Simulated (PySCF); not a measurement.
CH$_{3}$Cd (SMILES [CH3][Cd]), doublet, geometry from GFN2-xTB (such geometries of metal compounds can be far from the true shape) (the spin is typed, not shown lowest) (core potentials on Cd); PBE-D3ZERO/def2-SV(P) (PySCF).

Here is a job for PySCF.
```python
from pyscf import gto, scf, dft

mol = gto.M(
    atom='''
Cd   -0.284542   -0.180196   -0.224558
C     1.437858    0.910574    1.134743
H     2.000201    0.137968    1.655324
H     0.943465    1.570745    1.844606
H     2.087197    1.477259    0.470377
''',
    basis='def2-sv(p)',
    ecp={'Cd': 'def2-sv(p)'},
    charge=0,
    spin=1,
    verbose=4,
)

mf = dft.UKS(mol)
mf.xc = 'pbe'
mf.disp = 'd3zero'
mf.kernel()
mf.analyze()
```

Task: Predict the main parts of the log of this PySCF run.

Result: 
```
PySCF version 2.14.0

[INPUT] verbose = 4
[INPUT] num. atoms = 5
[INPUT] num. electrons = 29
[INPUT] charge = 0
[INPUT] spin (= nelec alpha-beta = 2S) = 1
[INPUT] symmetry False subgroup None
[INPUT] Mole.unit = angstrom
[INPUT] Symbol           X                Y                Z      unit          X                Y                Z       unit  Magmom
[INPUT]  1 Cd    -0.284542000000  -0.180196000000  -0.224558000000 AA   -0.537706450936  -0.340521088742  -0.424353119080 Bohr   0.0
[INPUT]  2 C      1.437858000000   0.910574000000   1.134743000000 AA    2.717157826015   1.720735476150   2.144353491767 Bohr   0.0
[INPUT]  3 H      2.000201000000   0.137968000000   1.655324000000 AA    3.779832084081   0.260721733954   3.128109007420 Bohr   0.0
[INPUT]  4 H      0.943465000000   1.570745000000   1.844606000000 AA    1.782890458113   2.968277861530   3.485800147729 Bohr   0.0
[INPUT]  5 H      2.087197000000   1.477259000000   0.470377000000 AA    3.944230698014   2.791614925049   0.888883705295 Bohr   0.0

nuclear repulsion = 46.2250101016184
number of shells = 22
number of NR pGTOs = 86
number of NR cGTOs = 44
basis = def2-sv(p)
ecp = {'Cd': 'def2-sv(p)'}

******** <class 'pyscf.dft.uks.UKS'> ********
method = UKS
initial guess = minao
damping factor = 0
level_shift factor = 0
DIIS = <class 'pyscf.scf.diis.CDIIS'>
diis_start_cycle = 1
diis_space = 8
diis_damp = 0
SCF conv_tol = 1e-09
SCF conv_tol_grad = None
SCF max_cycles = 50
direct_scf = True
direct_scf_tol = 1e-13
number electrons alpha = 15  beta = 14
XC library pyscf.dft.libxc version 7.1.2
    S. Lehtola, C. Steigemann, M. J. T. Oliveira, and M. A. L. Marques,  SoftwareX 7, 1–5 (2018)
XC functionals = pbe
    J. P. Perdew, K. Burke, and M. Ernzerhof,  Phys. Rev. Lett. 77, 3865 (1996)
    J. P. Perdew, K. Burke, and M. Ernzerhof,  Phys. Rev. Lett. 78, 1396 (1997)
    J. P. Perdew, K. Burke, and M. Ernzerhof,  Phys. Rev. Lett. 77, 3865 (1996)
    J. P. Perdew, K. Burke, and M. Ernzerhof,  Phys. Rev. Lett. 78, 1396 (1997)
radial grids:
    Treutler-Ahlrichs [JCP 102, 346 (1995); DOI:10.1063/1.469408] (M4) radial grids

becke partition: Becke, JCP 88, 2547 (1988); DOI:10.1063/1.454033
pruning grids: <function nwchem_prune>
grids dens level: 3
symmetrized grids: False
atomic radii adjust function: <function treutler_atomic_radii_adjust>
small_rho_cutoff = 0
Set gradient conv threshold to 3.16228e-05
tot grids = 65936
Calc dispersion correction with DFTD3.
Parameters: xc=pbe, version=d3zero, atm=False
init E= -193.480040824154

cycle= 1 E= -206.513272641491  delta_E=  -13  |g|=  1.3  |ddm|= 3.39

cycle= 2 E= -177.268451269749  delta_E= 29.2  |g|= 4.32  |ddm|= 18.7
cycle= 3 E= -207.213532514778  delta_E= -29.9  |g|= 0.621  |ddm|= 18.4
cycle= 4 E= -207.056185531679  delta_E= 0.157  |g|= 0.837  |ddm|= 1.92
cycle= 5 E= -207.4939606594  delta_E= -0.438  |g|= 0.0489  |ddm|= 0.982
cycle= 6 E= -207.49551686936  delta_E= -0.00156  |g|= 0.0408  |ddm|= 0.261
cycle= 7 E= -207.497551781141  delta_E= -0.00203  |g|= 0.00373  |ddm|= 0.0999
cycle= 8 E= -207.497563320129  delta_E= -1.15e-05  |g|= 0.00105  |ddm|= 0.0084
cycle= 9 E= -207.497564133579  delta_E= -8.13e-07  |g|= 0.000342  |ddm|= 0.00205
cycle= 10 E= -207.497564233241  delta_E= -9.97e-08  |g|= 4e-05  |ddm|= 0.000668
cycle= 11 E= -207.497564235426  delta_E= -2.19e-09  |g|= 2.68e-05  |ddm|= 0.000166
cycle= 12 E= -207.497564236251  delta_E= -8.25e-10  |g|= 3.66e-06  |ddm|= 6.57e-05
Extra cycle  E= -207.497564236252  delta_E= -9.66e-13  |g|= 3.97e-06  |ddm|= 1.59e-05
converged SCF energy = -207.497564236252  <S^2> = 0.75572998  2S+1 = 2.0057218
**** SCF Summaries ****
Total Energy =                        -207.497564236251947
Nuclear Repulsion Energy =              46.225010101618388
One-electron Energy =                 -441.724184943503474
Two-electron Energy =                  188.003738895573179
Two-electron Coulomb Energy =          209.829664456453457
DFT Exchange-Correlation Energy =      -21.825925560880272
Empirical Dispersion Energy =           -0.002128289940031
**** MO energy ****
                             alpha | beta                alpha | beta
MO #1   energy= -9.88491311387267  | -9.87693611103575  occ= 1 | 1
MO #2   energy= -3.97349605677116  | -3.97265442960025  occ= 1 | 1
MO #3   energy= -2.51689637410091  | -2.51601556484166  occ= 1 | 1
MO #4   energy= -2.51689581242171  | -2.51601499460835  occ= 1 | 1
MO #5   energy= -2.51288824922247  | -2.5117022002186   occ= 1 | 1
MO #6   energy= -0.600142839629205 | -0.585265221832243 occ= 1 | 1
MO #7   energy= -0.438925343668101 | -0.436790935079772 occ= 1 | 1
MO #8   energy= -0.438925092668383 | -0.436790688700259 occ= 1 | 1
MO #9   energy= -0.438157783670771 | -0.433815431110539 occ= 1 | 1
MO #10  energy= -0.437109349058565 | -0.433814956269818 occ= 1 | 1
MO #11  energy= -0.437108878180417 | -0.432959506677178 occ= 1 | 1
MO #12  energy= -0.347095062079568 | -0.341198266546061 occ= 1 | 1
MO #13  energy= -0.347094333723043 | -0.341197547392853 occ= 1 | 1
MO #14  energy= -0.255252255210166 | -0.233571469534047 occ= 1 | 1
MO #15  energy= -0.157225666609326 | -0.11837731604996  occ= 1 | 0
MO #16  energy= -0.0417535881226682 | -0.0311668358682127 occ= 0 | 0
MO #17  energy= -0.0417535278559323 | -0.0311668077680739 occ= 0 | 0
MO #18  energy= 0.0160128385030802 | 0.0302388554924722 occ= 0 | 0
MO #19  energy= 0.076386469685005  | 0.0914192554221707 occ= 0 | 0
MO #20  energy= 0.121806592034763  | 0.127014632892575  occ= 0 | 0
MO #21  energy= 0.121806680641688  | 0.127014861586757  occ= 0 | 0
MO #22  energy= 0.137525962897959  | 0.146490818298538  occ= 0 | 0
MO #23  energy= 0.292904945951291  | 0.30154933353      occ= 0 | 0

spin_pop of  0 Cd 4s        0.00019
spin_pop of  0 Cd 5s        0.30875
spin_pop of  0 Cd 6s        0.00161
spin_pop of  0 Cd 7s       -0.00015
spin_pop of  0 Cd 8s        0.00063
spin_pop of  0 Cd 4px       0.00045
spin_pop of  0 Cd 4py       0.00895
spin_pop of  0 Cd 4pz       0.00346
spin_pop of  0 Cd 5px       0.00185
spin_pop of  0 Cd 5py       0.00191
spin_pop of  0 Cd 5pz       0.00085
spin_pop of  0 Cd 6px       0.01793
spin_pop of  0 Cd 6py       0.02739
spin_pop of  0 Cd 6pz       0.01085
spin_pop of  0 Cd 4dxy     -0.00031
spin_pop of  0 Cd 4dyz     -0.00402
spin_pop of  0 Cd 4dz^2     0.00437
spin_pop of  0 Cd 4dxz     -0.00288
spin_pop of  0 Cd 4dx2-y2    0.00274
spin_pop of  0 Cd 5dxy      0.00660
spin_pop of  0 Cd 5dyz      0.00408
spin_pop of  0 Cd 5dz^2     0.01125
spin_pop of  0 Cd 5dxz      0.00484
spin_pop of  0 Cd 5dx2-y2    0.00053
spin_pop of  1 C 1s       -0.00000
spin_pop of  1 C 2s        0.07354
spin_pop of  1 C 3s        0.00912
spin_pop of  1 C 2px       0.24741
spin_pop of  1 C 2py       0.10592
spin_pop of  1 C 2pz       0.15936
spin_pop of  1 C 3px       0.01275
spin_pop of  1 C 3py       0.00446
spin_pop of  1 C 3pz       0.00600
spin_pop of  1 C 3dxy     -0.00014
spin_pop of  1 C 3dyz     -0.00012
spin_pop of  1 C 3dz^2    -0.00001
spin_pop of  1 C 3dxz     -0.00014
spin_pop of  1 C 3dx2-y2   -0.00002
spin_pop of  2 H 1s       -0.01080
spin_pop of  2 H 2s        0.00087
spin_pop of  3 H 1s       -0.01079
spin_pop of  3 H 2s        0.00099
spin_pop of  4 H 1s       -0.01088
spin_pop of  4 H 2s        0.00060
In total            15.00000 | 14.00000
Dipole moment(X, Y, Z, Debye):  0.12248,  0.07762,  0.09674
```
